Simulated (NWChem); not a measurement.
**Correlation energy of C2H5S**

```
C
H 1 1.0933
C 1 1.4848 2 120.78
H 3 1.1006 1 110.71 2 32.37
H 3 1.1042 4 107.54 1 -122.41
H 3 1.1086 4 107.25 5 -114.37
S 1 1.7343 2 112.89 3 -160.86
H 7 1.3530 1 97.59 2 -172.20
```
Charge 0, spin multiplicity 2.

All runs are NWChem calculations. Structure: optimised with UPBE0/def2-SVP, a minimum by its harmonic frequencies. It is one conformer; others weren't searched.

Basis set: 3-21G. Each correlation energy counts from its own Hartree-Fock reference.

```json
[
 {"method": "UMP2", "correlation energy (mHa)": "-221.9"},
 {"method": "SCS-UMP2", "correlation energy (mHa)": "-226.8"},
 {"method": "CCSD on UHF", "correlation energy (mHa)": "-259.6"},
 {"method": "CCSD[T] on UHF", "correlation energy (mHa)": "-265.7"},
 {"method": "CCSD(T) on UHF", "correlation energy (mHa)": "-265.2"},
 {"method": "CCSD on ROHF", "correlation energy (mHa)": "-263.4"},
 {"method": "CCSD[T] on ROHF", "correlation energy (mHa)": "-269.8"},
 {"method": "CCSD(T) on ROHF", "correlation energy (mHa)": "-269.3"}
]
```

The values span 47.9 mHa, from CCSD[T] on ROHF (lowest) to UMP2 (highest). 

The correlated methods keep 7 core orbitals frozen. The structure started from a generated list of species. No SCF solution was tested for a lower state. Open-shell Hartree-Fock references start from PBE0 orbitals. Coupled-cluster values serve here as a point of comparison, not as the truth.
